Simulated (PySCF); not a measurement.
**Polarisability and C₆ of Pb (lead, neutral)**

[Xe] 4f14 5d10 6s2 6p2, high-spin 3P determinant. Computed with PySCF 2.14 in aug-cc-pVTZ-PP with ECP60MDF, with scalar relativity through the core potential. Coupled (time-dependent) response in atomic units; α is the mean over directions.

| method | mean α (bohr³) | α xx, yy, zz | C₆ (like pair) | S(−4) |
| --- | --- | --- | --- | --- |
| UHF | 62.88 | 47.08, 70.78, 70.78 | 735.1 | 1512 |
| PBE | 69.52 | 49.51, 79.53, 79.53 | 805.5 | 2206 |
| PBE0 | 65.28 | 47.40, 74.22, 74.22 | 753.4 | 1808 |
| wB97X | 62.59 | 46.20, 70.79, 70.79 | 717.3 | 1613 |
| B97-3 | 65.37 | 47.47, 74.31, 74.31 | 756.8 | 1785 |

S(−4) is the Cauchy moment in α(ω) = α(0) + S(−4) ω² + …

Reference α: 47 ± 3 bohr³ (recommended; Schwerdtfeger and Nagle, table of static dipole polarizabilities (2023 update)). Published C₆: 534.0 (Gould and Bucko (2016)).

Spin-orbit coupling is absent.

α(iu) at PBE0:

```csv
u (hartree),α(iu) (bohr³)
0,65.28
0.0500,61.18
0.100,52.27
0.200,35.62
0.300,25.10
0.500,14.50
0.750,8.878
1.00,6.162
1.50,3.591
2.00,2.379
3.00,1.262
5.00,0.5198
```

The components differ because the open shell of this determinant is not spherical; for a pure term their mean is the scalar polarisability.

Energies and moments cover only the electrons outside the core potential. Spin-orbit coupling is strong in this species (close to jj coupling), so the high-spin LS determinant is a model state, not a physical level.
